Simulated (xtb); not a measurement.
GaHI2, SMILES [I][GaH][I]. All values are semi-empirical tight-binding results from xtb (GFN2-xTB unless named), good for trends rather than for accurate numbers. The structure is a stationary point at GFN2-xTB.

Optimised geometry:

Bond lengths (Å): Ga1–H2 1.541, Ga1–I3 2.497, Ga1–I4 2.497. Angles (°): H2–Ga1–I3 119.6, H2–Ga1–I4 119.6, I3–Ga1–I4 120.7.

For metal compounds this method's bond lengths and energies can be far off.

### Question
Estimate the properties. (An estimate is asked for; the answer gives what the named calculation found.)

### Answer

```json
{
  "point_group_as_xtb_finds_it": "C2v",
  "orbital_gap": "4.37 eV",
  "zero_point_energy": "4.5 kcal/mol",
  "G − E(el) at 298.15 K (modified RRHO)": "-15.9 kcal/mol"
}
```

Computed atomic charges and the Wiberg bond orders between heavy atoms:
charges (e) Ga1 0.10, H2 -0.04, I3 -0.03, I4 -0.03. Bond orders Ga1–I3 1.29, Ga1–I4 1.29.
